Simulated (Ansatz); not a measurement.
Basis sets compared for Al2Cu3⁺ (the lowest singlet isomer of a short search). Charge 1, multiplicity 1. Geometry r2SCAN-D4/def2-SVP. Ansatz on 4 threads of Arm Neoverse V1 on a shared host; times are rough, and most runs start from earlier orbitals.

```xyz
5

Al    0.8407    0.5688    1.0694
Al    0.3351    0.1659   -1.4262
Cu   -1.1597   -0.7247    0.3519
Cu    1.0079   -1.6054    0.0550
Cu   -1.0240    1.5953   -0.0501
```

The structure comes from a short search, and lower isomers may exist.

| level | functions | energy (Eh) | HOMO (eV) | LUMO (eV) | wall time |
| --- | --- | --- | --- | --- | --- |
| PBE-D4/def2-SVP | 129 | -5404.4297 | -9.55 | -7.83 | 1.9 s |
| PBE0-D4/def2-SVP | 129 | -5404.4585 | -10.20 | -7.17 | 3.1 s |

Q: Estimate the rows for PBE-D4/def2-TZVP, PBE0-D4/def2-TZVP.

A: 
```
            level  functions  energy (Eh)  HOMO (eV)  LUMO (eV)  wall time
 PBE-D4/def2-TZVP        209   -5405.3469      -9.76      -7.95      3.6 s
PBE0-D4/def2-TZVP        209   -5405.3474     -10.38      -7.25        9 s
```
